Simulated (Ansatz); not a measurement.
Basis sets compared for [ReS4]- (ReS₄⁻). The state is a singlet with charge -1. Geometry PBE0-D4/def2-SVPD. Ansatz on 4 threads of Arm Neoverse V1 on a shared host; times are rough, and most runs start from earlier orbitals.

```
atom   x (Å)   y (Å)   z (Å)
 Re1   0.000   0.000   0.000
  S2  -1.635  -0.472   1.313
  S3   1.351  -1.669  -0.090
  S4   1.040   1.727   0.746
  S5  -0.755   0.414  -1.969
```

In the def2 sets Re takes a core potential; there is no spin–orbit coupling.

```json
{"level": "PBE-D4/def2-SVPD", "functions": "143", "energy (Eh)": "-1670.2723", "HOMO (eV)": "-1.75", "LUMO (eV)": "0.37", "wall time": "1.9 s"}
{"level": "PBE0-D4/def2-SVPD", "functions": "143", "energy (Eh)": "-1670.3021", "HOMO (eV)": "-2.73", "LUMO (eV)": "0.88", "wall time": "2.6 s"}
```

(1) Estimate the rows for PBE-D4/def2-TZVPD, PBE0-D4/def2-TZVPD.

Results:

(1) 
```tsv
level	functions	energy (Eh)	HOMO (eV)	LUMO (eV)	wall time
PBE-D4/def2-TZVPD	227	-1670.8267	-1.67	0.46	3.6 s
PBE0-D4/def2-TZVPD	227	-1670.8546	-2.64	0.99	6.5 s
```
